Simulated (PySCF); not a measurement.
As₂, SMILES [As]#[As]. Geometry: PBE-D3(BJ)/def2-TZVP.

The numbers are results of PBE-D3(BJ)/def2-TZVP (PySCF), not measurements.

Harmonic wavenumbers (cm⁻¹): 436. Rotational constants (GHz): 3.007 (linear); symmetry number 2.

Problem. Work out the zero-point energy and the ideal-gas rigid-rotor harmonic-oscillator thermochemistry at 298.15 K and 1 atm.

Solution. ZPE = ½ Σ hcν = ½ × 436 cm⁻¹ = 0.62 kcal/mol. H − E(el) = 2.87 kcal/mol. Entropy in cal/(mol K): translation 40.92, rotation 15.78, vibration 0.84, total 57.54. G − E(el) = -14.29 kcal/mol. Cp = 8.35 cal/(mol K).
